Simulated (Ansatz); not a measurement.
Reaction (redistribution): `O[Si](O)(Cl)[GeH2][Cl]` + `F[SiH2]Cl` → `O[Si](O)(Cl)[SiH2]Cl` + `[F][GeH2][Cl]`

Calculated with Ansatz (gas phase, PBE0-D4/def2-TZVP geometries, no zero-point term in ΔE). CCSD(T)/CBS adds triple-zeta CCSD(T) − MP2 to the extrapolated MP2 energy (def2 sets, frozen cores). This one scheme is used for every species. For Ge outer-core shells are correlated without core-valence functions, which leaves a few kJ/mol of doubt a bond. Scalar relativity is left out up to krypton. One conformer a species, not always the lowest.

| level | ΔE (kJ/mol) |
| --- | --- |
| HF/def2-QZVPP | 95.2 |
| HF/CBS(def2) | 95.2 |

What does CCSD(T)/CBS give? (Best estimate.)

Ansatz gave: +100.8 kJ/mol. The listed levels differ from it by -5.6, -5.6 kJ/mol.

Largest T1 diagnostic among the species: 0.011.

From PBE to PBE0 (25 % exact exchange), in def2-TZVPP and without D4, ΔE moves by +4.3 kJ/mol.
